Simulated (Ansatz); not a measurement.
```yaml
atoms:
  - { symbol: S, position_ang: [0.0000, 0.0000, -1.1712] }
  - { symbol: S, position_ang: [0.0000, 0.0000, 1.1712] }
```

Basis set: 6-31G (spherical functions). Frozen core: 10 orbitals. Correlation on ROHF uses semicanonical orbitals with singles. Charge 0, multiplicity 3.

Computed with Ansatz (development build ahead of 0.2.0); the reference of a correlated method needn't be the lowest determinant of its kind.

The atomization energy at this shape (free ground-state atoms in the same class of orbitals less the molecule, no zero-point energy) of triplet S2:

```tsv
method	atomization energy
ROHF-CCSD(T)	40.87 kcal/mol
UHF-BCCD(T)	40.84 kcal/mol
```

Task: What does UHF-CCSD(T) give?

Result: 42.03 kcal/mol. Caution: the reference determinant was not shown to be the lowest; the shape is not the minimum. Caution for ROHF-CCSD(T): an unrestricted determinant lies well below; another reference gives a lower total. Caution for ROHF-CCSD(T), UHF-BCCD(T): the program doubts this total.

This basis has no polarisation functions and is too small for such energies, which can lie far from measured ones in either direction.
